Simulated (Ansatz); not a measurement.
C6H17NSi (SMILES CC(C)N([SiH3])C(C)C), singlet, geometry from GFN2-xTB; Ansatz (an electronic-structure program) with MP2/6-311+G(2d,p).

Input for Ansatz:
Ansatz 0.2 input:
```yaml
crystal:
  periodic: [false, false, false]
  atoms:
    - {symbol: Si, position_ang: [0.00964820, 2.16625247, -0.11292371]}
    - {symbol: N, position_ang: [0.03368939, 0.46048960, 0.10864243]}
    - {symbol: C, position_ang: [-1.24680180, -0.20758598, 0.29880046]}
    - {symbol: C, position_ang: [-1.61127327, -1.23758448, -0.77067950]}
    - {symbol: C, position_ang: [-1.40986252, -0.80166207, 1.70439986]}
    - {symbol: C, position_ang: [1.26802003, -0.25931968, -0.16572697]}
    - {symbol: C, position_ang: [1.42896375, -0.66552917, -1.63780508]}
    - {symbol: C, position_ang: [1.53443434, -1.45484154, 0.74769233]}
    - {symbol: H, position_ang: [1.35141536, 2.65930406, 0.19228445]}
    - {symbol: H, position_ang: [-0.97309284, 2.72043425, 0.82002850]}
    - {symbol: H, position_ang: [-0.35783668, 2.58710710, -1.47735882]}
    - {symbol: H, position_ang: [-1.99093873, 0.59327979, 0.21832880]}
    - {symbol: H, position_ang: [-0.99759884, -2.13088847, -0.69540584]}
    - {symbol: H, position_ang: [-2.65060839, -1.53269075, -0.63972578]}
    - {symbol: H, position_ang: [-1.49798871, -0.80844555, -1.76287201]}
    - {symbol: H, position_ang: [-0.89813748, -1.75257544, 1.81011435]}
    - {symbol: H, position_ang: [-2.46668405, -0.96249847, 1.90740423]}
    - {symbol: H, position_ang: [-1.01819018, -0.10606484, 2.44218608]}
    - {symbol: H, position_ang: [2.06120301, 0.47044616, 0.03842959]}
    - {symbol: H, position_ang: [0.82065373, -1.52822017, -1.89047204]}
    - {symbol: H, position_ang: [1.14652456, 0.16452664, -2.28061352]}
    - {symbol: H, position_ang: [2.46958356, -0.91581266, -1.83351432]}
    - {symbol: H, position_ang: [1.43041294, -1.16733728, 1.79012338]}
    - {symbol: H, position_ang: [2.55435047, -1.79890332, 0.58636856]}
    - {symbol: H, position_ang: [0.86514852, -2.28348513, 0.53504263]}
basis:
  gaussian:
    orbitals: 6-311+G_2d_p_.json
magnetization: {spin_polarized: false}
correlation: {method: mp2}
```
The basis file holds 6-311+G(2d,p) in the JSON format of the Basis Set Exchange.

**Question.** What does Ansatz print? Leave out banner, timings and long lists.

**Answer.** 
```
Functional definition: HF
2754 factors; integrals over basis functions are off by at most 1.1e-3 eV
mean field evaluation 1: about -15789.7196 eV, gradient 5.4e1 eV
mean field evaluation 2: about -15789.8347 eV, gradient 5.4e1 eV
mean field evaluation 4: about -15798.1172 eV, gradient 7.5e0 eV
mean field evaluation 8: about -15798.2840 eV, gradient 3.7e-1 eV
mean field -15798.28445566 eV, -580.5762452838 hartree, gradient 2.1e-6 eV, S^2 0.000000; 0 other end points of the search recorded, 0 dependent functions left out
12 core orbitals not correlated
reference -15798.28445566 eV, -580.5762452838 hartree; 25, 25 occupied and 289, 289 virtual orbitals, 2754 factors
second order -34.59109308 eV of doubles, -0.00000000 eV of singles
Total energy: -15832.87554874 eV, -581.8474445077 hartree
```
